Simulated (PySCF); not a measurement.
# Correlation energy of Al (aluminium, neutral)

[Ne] 3s2 4s1, 2S determinant (an excited configuration). All numbers are calculated (PySCF 2.14, the spin-free X2C one-electron Hamiltonian (Gaussian nucleus), in dyall-acv3z (19s12p6d4f, 113 functions)). Frozen: 1s2; 11 electrons correlated; the 18 highest virtual orbitals of each spin left out.

```csv
level,correlation energy (mhartree)
CCSD,-338.82
(T),-4.94
CCSD(T),-343.76
```

Diagnostics: T1 = 0.013, D1 = 0.0568, largest double amplitude 0.088.

The outer electron is Rydberg-like, and this basis confines it to a smaller radius and binds it less than a complete one would.

Cost of the coupled-cluster step: of the order of 90 core-seconds, for 11 correlated electrons.

Iterations:

```
CC2 = 0
CCSD nocc = (np.int64(6), np.int64(5)), nmo = (94, 94)
frozen orbitals [[0, 95, 96, 97, 98, 99, 100, 101, 102, 103, 104, 105, 106, 107, 108, 109, 110, 111, 112], [0, 95, 96, 97, 98, 99, 100, 101, 102, 103, 104, 105, 106, 107, 108, 109, 110, 111, 112]]
max_cycle = 100
direct = 0
conv_tol = 1e-08
conv_tol_normt = 1e-06
diis_space = 8
diis_start_cycle = 0
Init t2, MP2 energy = -0.326065872238148
Init E_corr(UCCSD) = -0.32606587231662
cycle = 1  E_corr(UCCSD) = -0.33372028170465  dE = -0.00765440939  norm(t1,t2) = 0.0551936
cycle = 2  E_corr(UCCSD) = -0.337148247983716  dE = -0.00342796628  norm(t1,t2) = 0.0233707
cycle = 3  E_corr(UCCSD) = -0.33884461516628  dE = -0.00169636718  norm(t1,t2) = 0.0114511
cycle = 4  E_corr(UCCSD) = -0.338834556300111  dE = 1.00588662e-05  norm(t1,t2) = 0.00163527
cycle = 5  E_corr(UCCSD) = -0.338803107378127  dE = 3.1448922e-05  norm(t1,t2) = 0.000700059
cycle = 6  E_corr(UCCSD) = -0.33881707928941  dE = -1.39719113e-05  norm(t1,t2) = 0.000358895
cycle = 7  E_corr(UCCSD) = -0.338815768622273  dE = 1.31066714e-06  norm(t1,t2) = 0.000110649
cycle = 8  E_corr(UCCSD) = -0.338814194891701  dE = 1.57373057e-06  norm(t1,t2) = 4.1569e-05
cycle = 9  E_corr(UCCSD) = -0.338814621385007  dE = -4.26493306e-07  norm(t1,t2) = 2.73897e-05
cycle = 10  E_corr(UCCSD) = -0.338815180040614  dE = -5.58655607e-07  norm(t1,t2) = 5.47982e-05
cycle = 11  E_corr(UCCSD) = -0.338815388950572  dE = -2.08909958e-07  norm(t1,t2) = 6.71253e-06
cycle = 12  E_corr(UCCSD) = -0.338815280196076  dE = 1.08754497e-07  norm(t1,t2) = 1.58439e-06
cycle = 13  E_corr(UCCSD) = -0.338815249071772  dE = 3.11243035e-08  norm(t1,t2) = 4.67681e-07
cycle = 14  E_corr(UCCSD) = -0.338815254278045  dE = -5.20627264e-09  norm(t1,t2) = 1.41848e-07
UCCSD converged
E(UCCSD) = -242.5468428084465  E_corr = -0.3388152542780448
UCCSD(T) correction = -0.00494476934007329
```
